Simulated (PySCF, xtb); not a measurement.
In(H)(Me)(Et) (C3H9In), SMILES [CH3][InH][CH2]C. The values are those of a single conformer.

Harmonic wavenumbers (cm⁻¹) from GFN2-xTB in xtb at its own minimum, in rising order: 27, 46, 65, 166, 179, 284, 388, 447, 454, 557, 618, 633, 913, 970, 1053, 1170, 1200, 1215, 1355, 1402, 1440, 1447, 1454, 1487, 1490, 2907, 2922, 2957, 2963, 2972, 2976, 2984, 2987.

Task: What does PBE-D3(BJ)/def2-SVP (PySCF) give at its own minimum? (An estimate is asked for; the answer gives what the named calculation found.)

Result: 24, 33, 78, 192, 215, 316, 412, 460, 499, 565, 651, 698, 899, 931, 1026, 1126, 1138, 1197, 1346, 1378, 1382, 1384, 1419, 1426, 1659, 2947, 2969, 2977, 3015, 3022, 3047, 3077, 3098. Paired by order, the mean absolute difference is 43 cm⁻¹ and the zero-point energies are 63.1 and 63.8 kcal/mol.
